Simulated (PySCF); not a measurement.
**Removal energies of Si⁴⁺ from EOM-IP-GCCSD**

Reference: closed-shell Si⁴⁺, [Ne]; one electron is removed. Calculated with PySCF 2.14, two-component X2C-1e with screened spin-orbit coupling, x2c-TZVPPall-2c with one added diffuse shell each of s, p, d type (6s7p4d1f, 54 functions); frozen nothing; all 98 virtual spinors kept. No Breit or QED terms. Binding energies in eV.

```
level  Koopmans  second order  EOM-CCSD
1s1/2    1931.7        1907.9    1913.0
2s1/2    220.50        216.49    217.09
2p1/2    169.01        165.96    166.58
2p3/2    168.31        165.30    165.91
```

For comparison, the ionisation energy of Si⁴⁺ is 166.77 eV (measured; NIST Atomic Spectra Database, ionization energies).

The screened spin-orbit operator tends to give fine-structure splittings of light species too large.

Gaps of this size point to the basis (6s7p4d1f), which has few functions of high l to correlate and polarise the inner shells.

Where second order misses EOM-CCSD by more than 1 eV, it overshoots the relaxation and correlation of that hole or particle, which higher orders damp.
